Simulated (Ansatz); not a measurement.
Cost and result for the atomization energy of AlI, SMILES `[Al][I]` (2 atoms, 1 bond).

Total charge 0; spin multiplicity 1. Correlated methods include outer-core shells of I, which these sets cover unevenly. I: def2 effective core potential. The geometry is a stationary point of PBE0-D4/def2-TZVP. Program: Ansatz. All runs use 2 threads of an AMD EPYC 7R13 on a shared host. Times are those of one run each, without the atoms' runs, and a repeat can differ threefold. Electronic energies, without spin–orbit coupling; frozen cores. CCSD(T)/CBS adds CCSD(T) − MP2 in def2-TZVPP to the MP2 limit, and its time is that of the two runs behind it. T1 = 0.010. With those shells the extrapolation isn't a true limit. B3LYP takes the VWN-RPA correlation (the form of Gaussian; ORCA's B3LYP/G). HSE06 is the plane-wave form, built on full-range PBE exchange.

CCSD(T)/CBS is a level of theory with its own doubt, some kJ/mol a heavy atom from the limit and from the frozen cores, so smaller differences don't rank the functionals.

```
                            level  functions  wall time  atomization (kJ/mol)  difference from CCSD(T)/CBS  per bond
             revPBE-D4/def2-TZVPP         92     0.76 s                 379.8                        -14.9     -14.9
               BLYP-D4/def2-TZVPP         92     0.81 s                 379.1                        -15.6     -15.6
B3LYP-D4/def2-TZVPP (with forces)         92      1.1 s                 378.4                        -16.3     -16.3
                 CCSD(T)/def2-SVP         44      1.1 s                 355.4                        -39.3     -39.3
               PBE0-D4/def2-TZVPP         92      1.3 s                 384.4                        -10.3     -10.3
              HSE06-D4/def2-TZVPP         92      1.3 s                 385.4                         -9.3      -9.3
               RPA@PBE/def2-TZVPP         92      1.5 s                 332.5                        -62.2     -62.2
               ωB97X-V/def2-TZVPP         92      2.7 s                 379.3                        -15.4     -15.3
               CCSD(T)/def2-TZVPP         92      2.8 s                 373.2                        -21.5     -21.5
 ωB97M-V/def2-TZVPP (with forces)         92      3.6 s                 387.8                         -6.9      -6.9
                B97M-V/def2-TZVPP         92        4 s                 386.9                         -7.8      -7.8
               CCSD(T)/def2-QZVPP        152        7 s                 385.1                         -9.6      -9.6
                CCSD(T)/CBS(def2)          –      9.8 s                 394.7                          0.0       0.0
```

In def2-TZVPP, CCSD(T) changes the Hartree–Fock value by +96.4 kJ/mol (the triples alone add +12.7 kJ/mol) and MP2 by +116.5 kJ/mol; breaking electron pairs costs correlation energy, which Hartree–Fock lacks. At CCSD(T), def2-SVP lies −39.3 kJ/mol from the extrapolated value and def2-TZVPP −21.5 kJ/mol: correlation converges slowly with the basis, and small sets miss more of it in the bonded molecule than in its fragments. From r2SCAN to r2SCAN0 (25 % exact exchange), in def2-TZVPP and without D4, the atomization energy moves by −7.9 kJ/mol: exact exchange takes away binding that semilocal exchange gives to molecules.

Spin–orbit coupling would lower the free I atoms strongly, and the atomization energy with them, by more than many differences here.
